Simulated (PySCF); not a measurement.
An unknown shows these calculated signals:

1H NMR (600 MHz, computed): δ 4.59 (br, 1H), 4.30 (br, 1H), 1.06 (s, 9H).

13C{1H} NMR (computed): δ 183.2 (C), 38.6 (C), 29.9 (CH3).

Theoretical values (PySCF 2.14.0 with density-fitted response routines): σ from GIAO-CAM-B3LYP/pcSseg-1, J: B3LYP/pcJ-1 (spin–dipole term only in couplings to heteroatoms), geometry from PBE0-D3(BJ)/def2-SVP. No solvent, fast rotation and ring inversion assumed for equivalent nuclei, non-relativistic Hamiltonian, one conformer.

Shifts are taken against calculated references (same method and geometry level): TMS for 1H (31.33 ppm) and 13C (182.45 ppm).

Problem. Which of these does the molecule contain: an amide, a tert-butyl group, a heteroaromatic ring, a C≡C triple bond, a vinyl group CH=CH2, an NH or NH2 group?

Solution. 
- An amide: yes (δC 183.2).
- A tert-butyl group: yes (δC 29.9, 38.6; δH 1.06 (s)).
- A heteroaromatic ring: no.
- A C≡C triple bond: no.
- A vinyl group CH=CH2: no.
- An NH or NH2 group: yes (δH 4.30 (br), 4.59 (br)).

The data belong to `CC(C)(C)C(N)=O`, C5H11NO; they needn't prove each group on their own.

Carbon signals by region: 1 in the far downfield region (above 160 ppm), 2 below 50 ppm. Above 160 ppm: 183.2, amide carbonyl carbon.

OH/NH shifts are gas-phase values; hydrogen bonding in solution moves them, usually downfield. Rotation about the amide-type C–N bond is slow at room temperature, so the two groups on nitrogen are listed apart. Shifts are as computed, not scaled to solution data. Of 1211 compounds with measured shifts, 218 miss one by over three times the rms of a fit or turn the order of signals round; such compounds aren't used in these exercises. Hydrogen bonding in solution deshields acid and N–H amide carbonyl carbons by as much as 10 ppm beyond these values.
